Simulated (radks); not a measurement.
Results of a calculation; reference values are marked as such.
Species: Be+. Configuration: [He] 3d1 (not the ground configuration).

Code: a radial shooting solver on a logarithmic mesh with Libxc functionals. Model: Dirac Kohn-Sham, exchange-only B88, spin-unpolarised, spherical densities, point nucleus; open shells fill j = l - 1/2 first.

Energy parts (hartree):
total: -13.81191
kinetic: 13.81745
electron-nucleus: -30.34811
Hartree: 5.04700
exchange: -2.32825

Orbitals (lengths in bohr, moments of r in powers of bohr; r(max) is where P^2 peaks):
orbital  occ.  eigenvalue (hartree)  r(max)  small-component weight
1s1/2       2              -4.62091  0.2649                1.81e-04
2s1/2       0              -0.56176   1.713                2.17e-05
2p1/2       0              -0.43203   1.575                1.77e-05
2p3/2       0              -0.43195   1.575                1.77e-05
3d3/2       1              -0.14275   4.543                5.54e-06
3d5/2       0              -0.14275   4.543                5.54e-06

The highest occupied level is 3d3/2 at -3.884 eV. The configuration is held as typed, so some empty levels lie below it. The density falls to 0.001 e/bohr^3 at r = 4.03 bohr. Summed over all electrons, <r^2> = 33.99 bohr^2, which gives a Langevin (diamagnetic) susceptibility term of -26.9 x 10^-6 cm^3/mol.
